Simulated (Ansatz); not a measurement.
Correlation energies of C3H11AlO (`[CH3][Al-]([CH3])([CH3])[OH2+]`) by basis set

```xyz
16

C    -0.3000   -0.5747    1.8546
Al   -0.1221   -0.1249   -0.0644
C    -1.0616    1.4879   -0.7223
C     0.1851   -1.5966   -1.3321
O     1.7379    0.7397    0.0760
H    -0.2925    0.3032    2.5115
H    -1.2514   -1.0851    2.0437
H     0.4801   -1.2599    2.2082
H    -0.6709    1.8499   -1.6812
H    -1.0365    2.3267   -0.0164
H    -2.1219    1.2717   -0.8962
H     0.5247   -1.2404   -2.3104
H    -0.7345   -2.1662   -1.5083
H     0.9305   -2.3115   -0.9680
H     1.6884    1.6664   -0.1840
H     2.0447    0.7136    0.9893
```

Total charge 0; spin multiplicity 1. The structure was optimised at the PBE0-D4/def2-TZVP level. It is one conformer, not always the lowest. Frozen core, restricted reference, the Gaussian-basis code of Ansatz. CBS rows extrapolate triple and quadruple zeta; past MP2 they add the triple-zeta difference.

| basis | HF (Eh) | MP2 corr. | CCSD corr. | (T) | CCSD(T) total |
| --- | --- | --- | --- | --- | --- |
| def2-SVP | -436.60316 | -0.71478 | -0.78105 | -0.01907 | -437.40328 |
| def2-TZVPP | -436.91442 | -0.89136 | -0.94751 | -0.03348 | -437.89541 |
| def2-QZVPP | -436.93121 | -0.95228 | – | – | – |
| CBS(def2) | -436.93352 | -0.99740 | -1.05355 | as TZ | -438.02055 |
